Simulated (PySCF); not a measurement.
**VNCl₂: fields on a plane**

Computed with PBE in PySCF with V def2-SVP, N def2-SVP, Cl def2-SVP; no relativity; density-fitted integrals.

The singlet minimum has V–Cl 2.182 Å (×2), V–N 1.528 Å; Cl–V–Cl 122.3°, Cl–V–N 109.7° (×2).

The plane holds V1 at (0.00, 0.00), N2 at (1.53, 0.00), Cl3 at (-0.74, 2.05) Å. Columns run from x = -2.85 to 3.75 Å, rows from y = 4.35 (top) to -1.95 Å, in steps of 0.3 Å. Other isomers or separated fragments may lie lower.

**Question.** Give the electron localisation function (set to 0 where the density is under 0.005 e/Å³). Lower edges of the bins: '0' 0.000, '1' 0.092, '2' 0.184, '3' 0.277, '4' 0.369, '5' 0.461, '6' 0.553, '7' 0.645, '8' 0.738, '9' 0.830; top 0.92.

**Answer.** 
```
00000000000000000000000
00000011110000000000000
00002334443100000000000
00124566665410000000000
00246788987631000000000
02468999998752000000000
03579951599852000000000
04689819279851000000000
04689744659740000000000
03689921188620001100000
02578998886311244421000
01357787521124777653000
00134421244227999874200
00001113788748879986300
00000016933858128996400
00000017933848128996400
00000013788748879986300
00012211245237999874200
00024442100026787653000
00135666421013555431000
00135677753101122100000
00024567764100000000000
```

**Question.** Give the electrostatic potential (V) (cut at 20 V). Every second row and column.

**Answer.** 
```
-0.1 -0.1 -0.2 -0.2 -0.3 -0.3 -0.3 -0.3 -0.2 -0.2 -0.2 -0.2
-0.1 -0.2 -0.1  0.0 -0.2 -0.4 -0.4 -0.3 -0.3 -0.2 -0.2 -0.2
-0.2 -0.2  0.8  3.9  3.6  0.3 -0.5 -0.4 -0.4 -0.3 -0.3 -0.2
-0.2  0.0  6.0 20.0 20.0  6.0 -0.2 -0.5 -0.5 -0.4 -0.4 -0.3
-0.2  0.1 10.1 20.0 20.0 12.1  0.3 -0.5 -0.6 -0.6 -0.5 -0.4
 0.0  0.0  3.3 20.0 20.0  7.7  1.9 -0.1 -0.7 -0.8 -0.7 -0.5
 0.2  0.4  1.7  6.7 20.0 20.0  9.9  8.1  4.0 -0.6 -0.8 -0.6
 0.5  1.0  2.8 10.7 20.0 20.0 20.0 20.0 20.0  0.6 -0.9 -0.6
 0.5  1.0  2.6  9.1 20.0 20.0 19.2 20.0 17.9  0.0 -0.9 -0.6
 0.4  0.7  1.6  4.6 10.2 12.1  5.2  1.7  0.3 -0.7 -0.7 -0.5
 0.3  0.4  0.8  2.1  3.2  2.9  1.4  0.1 -0.4 -0.5 -0.4 -0.3
```
